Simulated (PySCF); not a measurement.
Input for PySCF:
```python
from pyscf import gto, scf, dft

mol = gto.M(
    atom='''
Si   -0.248454   -0.327143    0.457702
H    -0.885852   -1.166467   -0.579457
F     0.484913    0.638496   -0.647596
''',
    basis='cc-pvdz',
    charge=0,
    spin=0,
    verbose=5,
)

mf = dft.RKS(mol)
mf.xc = 'b3lyp'
mf = mf.density_fit(auxbasis='def2-universal-jkfit')
mf.kernel()
mf.analyze()
```

### Question
What does this run give for the nuclear repulsion energy, HOMO energy, number of basis functions?

### Answer

```yaml
nuclear_repulsion_energy: 47.7490 Eh
HOMO energy: -6.73 eV
number_of_basis_functions: 37
```
